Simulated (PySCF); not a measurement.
CH₂Cl, SMILES Cl[CH2], multiplicity 2. The structure is a stationary point at PBE-D3(BJ)/def2-TZVP. The isomer is the one that the SMILES or the coordinates give; other isomers of the formula were not compared.

Computed equilibrium geometry at PBE-D3(BJ)/def2-TZVP (PySCF confirms it by a frequency run) as Cartesian coordinates in Å, and its point group:
point group C2v.
```xyz
4

C      0.0000     0.0000    -1.1123
Cl     0.0000     0.0000     0.5832
H      0.0000    -0.9594    -1.6201
H      0.0000     0.9594    -1.6201
```
Charge 0, spin multiplicity 2.
